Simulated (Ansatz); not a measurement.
Steps of a relaxation of C2H9BOSi (`B[SiH2]COC`) with RKS PBE-D4/def2-SVP.

```sh
$ ansatz run in.yaml --threads 4 --pin off --events-out ev --progress --plain --max-ram 10444MiB
```

```yaml
crystal:
  periodic: [false, false, false]
  atoms:
    - {symbol: B, position_ang: [-0.394000, 0.829800, 2.698200]}
    - {symbol: Si, position_ang: [-1.114700, 0.078700, 1.046700]}
    - {symbol: C, position_ang: [0.233600, -0.005400, -0.222800]}
    - {symbol: O, position_ang: [-0.162000, -0.575600, -1.395300]}
    - {symbol: C, position_ang: [0.799100, -0.665200, -2.365500]}
    - {symbol: H, position_ang: [0.448500, 0.378400, 3.266700]}
    - {symbol: H, position_ang: [-0.894100, 1.875600, 3.100600]}
    - {symbol: H, position_ang: [-2.168000, 0.922700, 0.509500]}
    - {symbol: H, position_ang: [-1.602100, -1.257400, 1.369300]}
    - {symbol: H, position_ang: [1.084500, -0.625100, 0.250000]}
    - {symbol: H, position_ang: [0.615400, 1.031000, -0.370000]}
    - {symbol: H, position_ang: [0.410100, -1.106900, -3.256600]}
    - {symbol: H, position_ang: [1.582300, -1.276900, -2.008400]}
    - {symbol: H, position_ang: [1.148500, 0.367200, -2.593500]}
basis:
  gaussian: {orbitals: def2-SVP}
hamiltonian: {xc: pbe, dispersion: d4}
relax: {f_tol: 0.03, max_steps: 200}
```

Positions (Å) and forces (eV/Å) along the path, 10 of 15 steps:

```xyz
14
step=1 energy=-12802.4979 eV
B    -0.394    0.830    2.698   -2.043    1.910   -0.787
Si   -1.115    0.079    1.047   -0.136    0.169    0.110
C     0.234   -0.005   -0.223    1.858   -0.495    0.758
O    -0.162   -0.576   -1.395   -2.471   -0.741   -0.381
C     0.799   -0.665   -2.365   -0.134    1.813    0.066
H     0.449    0.378    3.267    2.292   -1.203    1.598
H    -0.894    1.876    3.101    0.160   -0.200    0.146
H    -2.168    0.923    0.509   -0.899    0.417   -0.390
H    -1.602   -1.257    1.369   -0.433   -0.923    0.089
H     1.085   -0.625    0.250   -0.323    0.641   -0.219
H     0.615    1.031   -0.370    0.326    0.235   -0.008
H     0.410   -1.107   -3.257   -0.752   -0.545   -1.135
H     1.582   -1.277   -2.008    2.033   -1.063    0.468
H     1.149    0.367   -2.594    0.523   -0.015   -0.315
14
step=2 energy=-12802.9842 eV
B    -0.399    0.892    2.737   -0.826    0.534    0.009
Si   -1.134    0.105    1.054   -0.175    0.056    0.033
C     0.257   -0.022   -0.219    1.006    0.065    0.424
O    -0.177   -0.589   -1.405   -0.925   -0.357   -0.339
C     0.800   -0.666   -2.393    0.108    0.496   -0.051
H     0.474    0.386    3.353    0.715   -0.337    0.357
H    -0.909    1.895    3.219    0.132   -0.080   -0.028
H    -2.263    0.894    0.481   -0.173    0.120   -0.121
H    -1.650   -1.268    1.349   -0.082   -0.262    0.083
H     1.113   -0.607    0.245   -0.254    0.151   -0.112
H     0.677    1.007   -0.375    0.041    0.070   -0.044
H     0.369   -1.120   -3.294   -0.230   -0.157   -0.246
H     1.646   -1.285   -2.060    0.548   -0.264    0.075
H     1.184    0.350   -2.663    0.114   -0.035   -0.039
14
step=4 energy=-12803.0568 eV
B    -0.456    0.943    2.786   -0.044   -0.355    0.253
Si   -1.122    0.158    1.045    0.096    0.115   -0.049
C     0.321   -0.029   -0.204    0.015   -0.004   -0.004
O    -0.174   -0.632   -1.381    0.036    0.007   -0.035
C     0.782   -0.678   -2.416   -0.006   -0.004    0.048
H     0.512    0.433    3.347   -0.091    0.176   -0.192
H    -1.039    1.816    3.403    0.037    0.067   -0.067
H    -2.230    0.925    0.372   -0.011   -0.006    0.031
H    -1.632   -1.232    1.356   -0.023    0.021    0.050
H     1.141   -0.631    0.267    0.008   -0.005   -0.016
H     0.765    0.980   -0.413   -0.009   -0.016   -0.002
H     0.304   -1.140   -3.302   -0.016   -0.001    0.005
H     1.678   -1.287   -2.137   -0.008    0.012    0.000
H     1.139    0.345   -2.694    0.016   -0.007   -0.023
14
step=5 energy=-12803.0692 eV
B    -0.480    0.900    2.809    0.164    0.119   -0.019
Si   -1.109    0.182    1.038   -0.047    0.069    0.045
C     0.318   -0.032   -0.228   -0.179    0.038    0.099
O    -0.170   -0.615   -1.419    0.038    0.065    0.143
C     0.804   -0.694   -2.432   -0.041   -0.030   -0.039
H     0.603    0.574    3.264   -0.017   -0.020    0.010
H    -1.146    1.667    3.482   -0.044   -0.079    0.010
H    -2.236    0.991    0.455    0.030   -0.017   -0.103
H    -1.672   -1.173    1.391   -0.045   -0.131   -0.017
H     1.124   -0.646    0.249    0.035    0.004   -0.036
H     0.759    0.983   -0.409    0.083   -0.013   -0.068
H     0.319   -1.161   -3.311    0.053   -0.001   -0.047
H     1.683   -1.318   -2.132   -0.017   -0.008    0.016
H     1.191    0.313   -2.727   -0.014    0.005    0.006
14
step=7 energy=-12803.0872 eV
B    -0.478    0.902    2.824    0.007   -0.004   -0.003
Si   -1.090    0.213    1.035   -0.024    0.002    0.009
C     0.328   -0.001   -0.229    0.012    0.009   -0.003
O    -0.185   -0.574   -1.413   -0.001   -0.007   -0.004
C     0.786   -0.716   -2.423   -0.002    0.002    0.005
H     0.665    0.745    3.217    0.002    0.011    0.000
H    -1.258    1.442    3.586    0.000   -0.007    0.011
H    -2.195    1.034    0.421    0.009   -0.009   -0.004
H    -1.668   -1.155    1.344   -0.005    0.006   -0.004
H     1.134   -0.634    0.228   -0.004    0.001    0.000
H     0.803    0.996   -0.425    0.006    0.000   -0.002
H     0.292   -1.171   -3.305    0.002   -0.001   -0.004
H     1.630   -1.378   -2.105   -0.003   -0.001   -0.001
H     1.223    0.267   -2.726    0.001   -0.001    0.000
14
step=8 energy=-12803.0864 eV rejected
B    -0.479    0.900    2.827    0.029    0.108    0.164
Si   -1.086    0.219    1.033   -0.047   -0.036    0.025
C     0.328    0.002   -0.231    0.108   -0.003   -0.002
O    -0.190   -0.558   -1.419    0.000   -0.015   -0.033
C     0.784   -0.724   -2.422    0.007    0.012    0.018
H     0.696    0.863    3.176   -0.190    0.007   -0.024
H    -1.296    1.333    3.636    0.174   -0.097   -0.142
H    -2.185    1.055    0.427    0.006   -0.001    0.007
H    -1.677   -1.147    1.323   -0.006    0.016   -0.006
H     1.128   -0.644    0.223   -0.042    0.015   -0.011
H     0.822    0.992   -0.421   -0.022    0.001    0.003
H     0.287   -1.164   -3.309    0.000    0.004    0.006
H     1.608   -1.408   -2.098   -0.013    0.011   -0.006
H     1.249    0.250   -2.719   -0.006   -0.021    0.001
14
step=9 energy=-12803.0882 eV
B    -0.478    0.904    2.824    0.019   -0.009    0.049
Si   -1.089    0.216    1.033   -0.022    0.009    0.015
C     0.329    0.001   -0.229    0.022   -0.001    0.007
O    -0.187   -0.568   -1.415    0.006   -0.005   -0.016
C     0.785   -0.720   -2.421   -0.002   -0.002    0.004
H     0.680    0.799    3.195   -0.054    0.023   -0.012
H    -1.274    1.387    3.612    0.042   -0.021   -0.034
H    -2.191    1.043    0.423    0.006   -0.002   -0.004
H    -1.677   -1.149    1.334    0.001    0.004   -0.001
H     1.131   -0.637    0.227   -0.011    0.005   -0.005
H     0.811    0.995   -0.424   -0.005    0.000    0.000
H     0.290   -1.169   -3.305    0.002    0.001   -0.001
H     1.621   -1.391   -2.102   -0.004    0.002   -0.001
H     1.234    0.259   -2.722    0.001   -0.003   -0.002
14
step=11 energy=-12803.0887 eV
B    -0.477    0.903    2.824    0.011    0.000    0.027
Si   -1.089    0.216    1.035   -0.008   -0.004   -0.006
C     0.328    0.001   -0.229    0.003   -0.001    0.006
O    -0.187   -0.566   -1.416    0.005   -0.002   -0.010
C     0.786   -0.721   -2.421   -0.003   -0.001    0.003
H     0.684    0.824    3.187   -0.021    0.011   -0.005
H    -1.276    1.365    3.620    0.016   -0.011   -0.014
H    -2.187    1.049    0.425    0.000    0.002    0.000
H    -1.682   -1.148    1.329   -0.002    0.002    0.001
H     1.129   -0.639    0.226   -0.001    0.002   -0.001
H     0.811    0.995   -0.422    0.002    0.002    0.000
H     0.291   -1.168   -3.306    0.001    0.001   -0.001
H     1.619   -1.395   -2.101   -0.002    0.001    0.000
H     1.239    0.256   -2.721    0.000   -0.002    0.000
14
step=13 energy=-12803.0895 eV
B    -0.474    0.899    2.827    0.029    0.037    0.028
Si   -1.089    0.214    1.037    0.011   -0.025   -0.019
C     0.326   -0.001   -0.231   -0.034   -0.001   -0.004
O    -0.190   -0.557   -1.423    0.004    0.006    0.010
C     0.788   -0.727   -2.421    0.000    0.002   -0.002
H     0.701    0.931    3.155   -0.046   -0.006   -0.006
H    -1.291    1.271    3.651    0.022   -0.016   -0.013
H    -2.175    1.075    0.443   -0.001    0.004    0.000
H    -1.706   -1.142    1.309    0.000    0.001   -0.004
H     1.124   -0.648    0.220    0.011   -0.004    0.005
H     0.814    0.993   -0.415    0.008    0.003    0.000
H     0.292   -1.164   -3.310    0.000    0.000    0.001
H     1.607   -1.415   -2.095   -0.001    0.000    0.001
H     1.260    0.243   -2.717   -0.002   -0.002    0.003
14
step=15 energy=-12803.0896 eV
B    -0.473    0.901    2.826    0.016    0.004    0.020
Si   -1.088    0.213    1.037    0.007   -0.011   -0.014
C     0.326   -0.001   -0.231   -0.017   -0.001   -0.001
O    -0.191   -0.555   -1.424    0.003    0.005    0.008
C     0.787   -0.728   -2.421    0.000    0.001   -0.002
H     0.701    0.952    3.149   -0.023    0.001   -0.008
H    -1.291    1.251    3.659    0.007   -0.002   -0.008
H    -2.171    1.080    0.443   -0.002    0.002    0.002
H    -1.710   -1.142    1.304    0.000    0.004    0.000
H     1.123   -0.650    0.219    0.007   -0.003    0.001
H     0.815    0.992   -0.414    0.004    0.001    0.000
H     0.291   -1.164   -3.310    0.000    0.000    0.000
H     1.604   -1.419   -2.094   -0.001    0.000    0.000
H     1.263    0.240   -2.716   -0.001   -0.001    0.002
```

It took 20 s on 4 threads of an Arm Neoverse V1 on a shared host, with 0.16 GiB of host memory at the peak.
